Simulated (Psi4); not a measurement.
Pair of molecules, SMILES O with SMILES CC(C)=O (the first has 3 atoms); geometry from B3LYP-D3(BJ)/def2-TZVP.
(charge 0, multiplicity 1):
```xyz
13

O     -0.7171     0.5854     0.4508
H     -0.6253    -0.0665     1.1680
H     -0.5881     0.0952    -0.3662
C      0.3189     1.2705     3.5420
C      0.1580    -0.2188     3.7104
C      0.5155    -0.7958     5.0572
O     -0.2458    -0.9318     2.8131
H      1.2638     1.6076     3.9726
H      0.2512     1.5538     2.4942
H     -0.4791     1.7714     4.0985
H      0.2118    -1.8382     5.1153
H      1.5970    -0.7241     5.2029
H      0.0495    -0.2195     5.8594
```

Calculation: SAPT0/jun-cc-pV(D+d)Z run with Psi4.

Question: Give the four SAPT terms and the total, and say what mostly holds the pair together.

Answer: electrostatics -516.5, exchange 461.2, induction -146.4, dispersion -107.6, total -309.3 meV; the largest attraction is electrostatics.
